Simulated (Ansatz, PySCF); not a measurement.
B(H)(Me)(NCO) (C2H4BNO), SMILES CBN=C=O.

The structure is a stationary point at B3LYP-D3(BJ)/def2-SVP. Other conformers were not sampled.

Vertical ionisation energy (IE) and electron affinity (EA) in eV. Rows of orbital energies are one-electron estimates. Where ΔSCF, EOM or ADC give a negative EA the extra electron is unbound and the value depends on the basis.

```
level                                                                       IE    EA
------------------------------------------------------------------------  ----  ----
−ε(HOMO), −ε(LUMO), PBE0/def2-TZVP (PySCF)                                8.13  1.48
ΔSCF, CAM-B3LYP/def2-SVPD (Ansatz), final states of multiplicity 2 and 2     ?     ?
```

**Question.** Some entries are withheld; supply them. (Estimate from the structure and the level; the computed values follow.)

**Answer.** 
- ΔSCF, CAM-B3LYP/def2-SVPD (Ansatz, a program for electronic structure), final states of multiplicity 2 and 2, IE: 10.58
- ΔSCF, CAM-B3LYP/def2-SVPD (Ansatz), final states of multiplicity 2 and 2, EA: -0.38

**Question.** What vertical singlet–triplet gap does ΔSCF give with CAM-B3LYP/def2-SVPD (Ansatz)? (The exact figures need the calculation; the answer reports its results.)

**Answer.** 4.80 eV (triplet above singlet where positive).
